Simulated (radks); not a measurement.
Coulomb parameter of the 4f shell of the erbium ion Er2+ in the model configuration [Xe] 4f11 5d1, as a second difference U = [E(n + 0.25) + E(n - 0.25) - 2 E(n)] / (0.25)^2 with all orbitals relaxed. "Bare": the charge of the atom changes with n. "Screened": the 5d shell takes up the change at fixed total charge, which measures U(4f,4f) + U(5d,5d) - 2 U(4f,5d). Method: Dirac Kohn-Sham, PBEsol, spin-unpolarised, spherical densities, point nucleus; open shells are shared between the two j in proportion to 2j + 1; computed with a radial shooting solver on a logarithmic mesh with Libxc functionals.

case                  configuration  E - E(n) (eV)
start                 [Xe] 4f11 5d1          0.000
bare +0.25         [Xe] 4f11.25 5d1         -5.403
bare -0.25         [Xe] 4f10.75 5d1          6.502
screened +0.25  [Xe] 4f11.25 5d0.75         -2.012
screened -0.25  [Xe] 4f10.75 5d1.25          2.332

U(bare) = 17.571 eV, U(screened by 5d) = 5.120 eV.
